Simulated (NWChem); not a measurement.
Molecule: SiH3F; SMILES F[SiH3]

Program: NWChem. Pople sets run with spherical d functions. STO-3G and 3-21G are far too small for this property and stand as cheap habits. Geometry: optimised at PBE-D3(BJ)/def2-SVP. Vertical excitations in the gas phase; the lowest state need not have the same character in each row.

| level | basis functions | lowest excitation, singlet (eV) | oscillator strength of that lowest state | orbital gap (eV) | relative time |
|---|---|---|---|---|---|
| PBE0/3-21G, TDA | 28 | 8.35 | 0.001 | 10.14 | 1 |
| PBE0/6-31G*, TDA | 38 | 8.19 | 0.001 | 9.88 | 3 |
| PBE0/6-31+G*, TDA | 46 | 7.88 | 0.002 | 9.44 | 4 |
| PBE0/def2-SVP, TDA | 47 | 8.31 | 0.007 | 10.03 | 2 |
| PBE0/def2-SVPD, TDA | 71 | 7.96 | 0.005 | 9.60 | 5 |
| PBE0/def2-TZVP, TDA | 86 | 7.91 | 0.003 | 9.56 | 10 |
| PBE0/aug-cc-pVDZ, TDA | 77 | 7.78 | 0.002 | 9.29 | 20 |
| PBE0/def2-TZVPD, TDA | 110 | 7.79 | 0.004 | 9.40 | 20 |

Relative times are rough (shared machine, one core).
